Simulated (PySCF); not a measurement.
**Static response to an electric field**

Compound: Si(vinyl)2(NHiPr)2, C10H22N2Si.
Geometry (PBE0-D3(BJ)/def2-SVP, Å), atoms numbered from 1 in this order:
```xyz
35
C10H22N2Si angstrom
Si     0.478   -0.037    0.342
C      0.455   -0.342    2.199
C      1.255    0.274    3.077
H     -0.288   -1.045    2.604
H      2.017    0.993    2.753
H      1.191    0.095    4.157
C      2.240    0.237   -0.257
C      3.335   -0.273    0.321
H      2.389    0.827   -1.174
H      3.274   -0.877    1.234
H      4.340   -0.115   -0.087
N     -0.314    1.414   -0.184
C     -1.616    1.951    0.171
C     -1.500    3.040    1.235
C     -2.572    0.855    0.618
H      0.319    2.135   -0.514
H     -2.056    2.413   -0.735
H     -1.087    2.618    2.165
H     -2.479    3.493    1.460
H     -0.826    3.846    0.903
H     -2.235    0.400    1.563
H     -3.575    1.272    0.790
H     -2.643    0.054   -0.130
N     -0.299   -1.466   -0.268
C     -0.389   -1.965   -1.630
C      0.723   -2.966   -1.939
C     -0.398   -0.831   -2.645
H     -0.379   -2.213    0.414
H     -1.356   -2.496   -1.733
H      1.707   -2.475   -1.869
H      0.615   -3.393   -2.948
H      0.713   -3.799   -1.218
H      0.563   -0.291   -2.647
H     -0.556   -1.231   -3.657
H     -1.187   -0.100   -2.422
```

Level: CAM-B3LYP/def2-SVPD (PySCF), static field, nuclei fixed, core orbitals frozen in the response. The polarisability tensor in these axes (au):

```
x   167.43  -7.56   9.92
y    -7.56 153.28  11.27
z     9.92  11.27 162.01
```

Task: Diagonalise the tensor; give its mean and Δα, where Δα² is half the sum of the squared differences of the eigenvalues.

Result: Principal values 140.29, 167.38 and 175.05 au; mean 160.91 au = 23.84 Å³ = 26.53 × 10⁻⁴⁰ C²·m²/J; Δα = 31.63 au (20 % of the mean).

Task: What is the dipole moment?

Result: 0.01 D at this geometry.

Task: What depolarisation ratio follows for Rayleigh scattering of linearly polarised light, taking the static tensor?

Result: ρ = 3Δα²/(45ᾱ² + 4Δα²) = 3001.5/(1165116 + 4002.0) = 0.00257.

Task: Find the Langevin capture rate constant for O2+ (31.990 u) meeting this molecule (198.155 u), k = 2.342 × 10⁻⁹ cm³/s × √(α in Å³ / reduced mass in u).

Result: The reduced mass is 27.54 u, so k = 2.18 × 10⁻⁹ cm³/s.

Task: What molar refraction does this α imply?

Result: Lorentz–Lorenz: R = (4π/3)N_A α = 2.5225 cm³/(mol·Å³) × 23.84 Å³ = 60.1 cm³/mol, in the limit of long wavelengths.

Task: What are the principal values of the traceless quadrupole moment, Θ = ½Σq(3rr − r²1), about the centre of nuclear charge?

Result: -3.27, -0.83, 4.10 D·Å. The electronic extent ⟨r²⟩ about the same centre is 3162 bohr², a root-mean-square distance of 2.84 Å for the 110 electrons.

Task: Along which axes do the principal values lie, and how far do the nuclei extend along each?

Result: Largest value along (0.77, 0.06, 0.64), where the nuclei span 6.41 Å; middle along (-0.50, 0.69, 0.53), 8.61 Å; least along (0.41, 0.72, -0.56), 4.55 Å. The strongest response doesn't lie along the longest of the three spans.

Isolated species at its PBE0-D3(BJ)/def2-SVP geometry (one conformer only).

These values come from a run that also computed excited states. Hardware: 2 threads, Intel Xeon 6975P-C (x86_64), no GPU (shared host). Cost: 3.0 min wall, 6.5 min CPU (with the writing of density and orbital grids), 4.1 GiB resident at most.
